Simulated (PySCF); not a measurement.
# M06-2X on Tc (technetium, neutral)

Configuration: [Kr] 4d5 5s2, high-spin 6S determinant. All numbers are calculated (PySCF 2.14, scalar relativity by spin-free X2C-1e, in x2c-TZVPall (8s6p6d1f, 63 functions)).

| Property | Result |
| --- | --- |
| Total energy | -4285.60 hartree |
| One-electron energy | -5905.75 hartree |
| Hartree (Coulomb) energy | 1750.19 hartree |
| Exchange-correlation energy | -130.04 hartree |
| ⟨S²⟩ | 8.7656 |
| ⟨L²⟩ | 0.000 |
| Sum of ⟨r⟩ | 32.82 bohr |
| Sum of ⟨r²⟩ | 59.49 bohr² |
| Langevin diamagnetic susceptibility | -47.1 ×10⁻⁶ cm³/mol |
| Time after the integrals | 3.6 s of wall time on 1 thread of Neoverse-V1 (shared host) |

| shell | electrons | mean orbital energy (eV) | rms radius, mean of both spins (bohr) |
| --- | --- | --- | --- |
| 1s β | 1 | -20996.0 | 0.0394 |
| 1s α | 1 | -20996.0 | 0.0394 |
| 2s α | 1 | -3030.0 | 0.162 |
| 2s β | 1 | -3029.3 | 0.162 |
| 2p α | 3 | -2714.9 | 0.144 |
| 2p β | 3 | -2714.2 | 0.144 |
| 3s α | 1 | -541.06 | 0.444 |
| 3s β | 1 | -540.61 | 0.444 |
| 3p α | 3 | -436.96 | 0.448 |
| 3p β | 3 | -436.45 | 0.448 |
| 3d α | 5 | -266.15 | 0.435 |
| 3d β | 5 | -265.08 | 0.435 |
| 4s α | 1 | -82.458 | 1.13 |
| 4s β | 1 | -78.913 | 1.13 |
| 4p α | 3 | -52.988 | 1.26 |
| 4p β | 3 | -48.081 | 1.26 |
| 4d α | 5 | -11.098 | 1.83 |
| 5s α | 1 | -6.626 | 3.67 |
| 5s β | 1 | -5.520 | 3.67 |

Densities and radii are taken from the X2C orbitals without a picture-change correction, which distorts them close to the nucleus.
